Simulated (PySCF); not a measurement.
Ga(F)(Br)(NH2) (BrFGaH2N), SMILES [NH2][Ga]([F])[Br].

Geometry: B3LYP-D3(BJ)/def2-SVP. The structure was generated by enumeration; whether it is a known compound was not checked. One conformer was computed; it need not be the lowest.

The numbers are results of PySCF with TDA-M06-2X/def2-SVPD, not measurements.

Vertical excitations. The molecule is in vacuum. State labels are in the subgroup Cs.

Computed UV-visible absorptions:
```
state  symmetry  energy (eV)  λ (nm)      f                                           main pairs
-----  --------  -----------  ------  -----  ---------------------------------------------------
S1           A"         5.72     217  0.012                                       HOMO→LUMO 91 %
S2           A'         6.34     196  0.027                                     HOMO−1→LUMO 87 %
S3           A"         6.61     188  0.075                                     HOMO−2→LUMO 86 %
S4           A'         7.02     177  0.094                                     HOMO→LUMO+1 84 %
S5           A"         7.04     176  0.000                                   HOMO−1→LUMO+1 98 %
S6           A"         7.49     166  0.009                                     HOMO→LUMO+2 78 %
S7           A'         7.72     161  0.056                                   HOMO−2→LUMO+1 78 %
S8           A"         8.23     151  0.006  HOMO→LUMO+3 50 %, HOMO→LUMO+6 20 %, HOMO→LUMO+4 9 %
S9           A'         8.29     150  0.361                                     HOMO−3→LUMO 58 %
S10          A"         8.46     147  0.002                                   HOMO−3→LUMO+1 79 %
T1           A"         5.33     233      0                                       HOMO→LUMO 86 %
T2           A'         5.88     211      0                                     HOMO→LUMO+1 87 %
T3           A'         5.99     207      0                                     HOMO−1→LUMO 78 %
T4           A"         6.19     200      0                                     HOMO−2→LUMO 81 %
```
Triplets are in the Tamm–Dancoff approximation.
